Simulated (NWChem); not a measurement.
## Total energies of hydrogen selenide (H$_{2}$Se)

```xyz
3

Se     0.0000     0.0000    -0.0571
H      1.0502     0.0000     0.9703
H     -1.0502     0.0000     0.9703
```
Charge 0, spin multiplicity 1.

Program: NWChem. All single points use one geometry, from PBE0/def2-SVP, a minimum by its harmonic frequencies.

Basis set: def2-QZVP (135 functions).

| method | total energy (Ha) | relative cost |
|---|---|---|
| RHF | -2401.05183 | 1 |
| MP2 | -2401.41180 | 4 |
| B2PLYP | -2402.43915 | under 3 |
| PBE | -2402.43750 | under 3 |
| B3LYP | -2402.84248 | under 3 |
| M06-2X | -2402.82428 | under 3 |

Total energies of different functionals aren't comparable as a measure of quality: only differences taken within one method are. Costs are rough ratios of processor time within this set of runs, SCF included, with RHF as 1.

The Hamiltonian is non-relativistic. The correlated methods keep 9 core orbitals frozen. B3LYP has NWChem's definition, with VWN1-RPA local correlation.
